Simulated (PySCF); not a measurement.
Computed IR spectrum (relative IR intensity) of a molecule C₆H₁₂O₃. Geometry: B3LYP-D3(BJ)/def2-SVP. One conformer was computed; it need not be the lowest. Calculation: B3LYP-D3(BJ)/def2-SVP run with PySCF 2.14.0. Harmonic, unscaled wavenumbers; measured fundamentals usually lie a few per cent lower.

```csv
ν (cm⁻¹),relative intensity
422,2.8
1010,4.2
1036,12
1051,2.1
1105,25
1163,15
1169,8.7
1192,10.0
1199,16
1236,30
1282,100
1386,31
1407,3.7
1423,2.7
1439,3.1
1447,2.5
1461,2.2
1473,3.0
1482,3.1
1845,62
2953,10
2966,20
3016,25
3041,3.7
3124,6.7
3126,5.8
3150,2.0
```

Problem. Pick the molecule that these values belong to.
A) COCC(C)OC(C)=O
B) COCOC(=O)C(C)C
C) CC(C)C(=O)OCCO

Solution. A, COCC(C)OC(C)=O
